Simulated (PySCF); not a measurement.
**Silver: a sound run and one with changed settings**

Sound run: Ag⁺ [Kr] 4d10, Ag²⁺ [Kr] 4d9. Calculation: PySCF 2.14, in x2c-SVPall (6s5p5d1f, 53 functions); scalar relativity by spin-free X2C-1e. In the sound run the correlated levels freeze [Kr]. The sound run starts from symmetry-adapted Hartree-Fock orbitals and uses a fine grid where one is needed.

Changed run: initial guess 1e, at most 50 SCF cycles.

```csv
species,method,sound run (hartree),changed run (hartree),converged
Ag⁺,UHF,-5312.07341,-5312.07341,yes
Ag⁺,r2SCAN,-5314.59549,-5314.59549,yes
Ag⁺,PBE0,-5314.26501,-5314.26501,yes
Ag⁺,MP2,-5312.34012,-5312.34012,yes
Ag²⁺,UHF,-5311.34524,-5311.34524,yes
Ag²⁺,r2SCAN,-5313.79660,-5313.79788,yes
Ag²⁺,PBE0,-5313.46696,-5313.46754,yes
Ag²⁺,MP2,-5311.55523,-5311.55523,yes
```

Ionisation energy of Ag⁺:

| method | sound run (eV) | changed run (eV) |
| --- | --- | --- |
| UHF | 19.814 | 19.814 |
| r2SCAN | 21.739 | 21.704 |
| PBE0 | 21.716 | 21.700 |
| MP2 | 21.358 | 21.358 |
| SCS-MP2 | 21.186 | 21.186 |

Where the changed run lies lower, it found another determinant of the same configuration, with other orbitals of the open shell filled.

For comparison, NIST gives 21.484 eV between the lowest levels.
